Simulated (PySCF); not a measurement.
## [Bi(H2O)4]3+ at several levels of theory

Computed with PySCF 2.14.0 (density fitting, no spin-orbit coupling) at the geometry relaxed with PBE0:

```xyz
13
[Bi(H2O)4]3+ (singlet)
Bi   -0.0002    0.0000    0.0000
O     1.3715    1.3074    1.3757
H     1.2636    1.4624    2.3417
H     2.1755    1.8113    1.1145
O    -1.3715   -1.3759    1.3076
H    -2.1752   -1.1149    1.8118
H    -1.2638   -2.3418    1.4623
O     1.3715   -1.3074   -1.3757
H     2.1755   -1.8113   -1.1145
H     1.2636   -1.4624   -2.3417
O    -1.3715    1.3759   -1.3076
H    -1.2638    2.3418   -1.4623
H    -2.1752    1.1149   -1.8118
```

```csv
level,basis,state,HOMO (eV),gap (eV),charge on Bi1 (e),dipole about the centre of mass (D),largest force component (eV/Å)
PBE0,"Bi def2-SVP with ECP60, O def2-SVP, H def2-SVP",singlet,-24.18,7.32,1.80,0.00,0.01
r2SCAN,the same,singlet,-22.74,5.34,1.76,0.00,0.12
```

Charges are Mulliken's, which hang on the basis. The relaxation used the grid (50, 194), these runs (75, 302) or, all-electron (x2c bases, spin-free X2C Hamiltonian), (99, 590).

What does BP86 with Bi def2-SVP with ECP60, O def2-SVP, H def2-SVP give here?

state singlet, HOMO (eV) -22.38, gap (eV) 4.73, charge on Bi1 (e) 1.63, dipole about the centre of mass (D) 0.00, largest force component (eV/Å) 0.53. Time: 12 s on 2 threads of Intel(R) Xeon(R) Platinum 8259CL CPU @ 2.50GHz (Skylake/Cascade Lake), on a shared host, from an already converged density.

In the first row's basis the gap widens with exact exchange: 4.7 to 5.3 eV for BP86, r2SCAN (none); 7.3 eV for PBE0 (a fixed share).

No frequency check is given that shows the relaxed geometry to be a minimum, and it was reached by following one of several unstable modes of a saddle point.
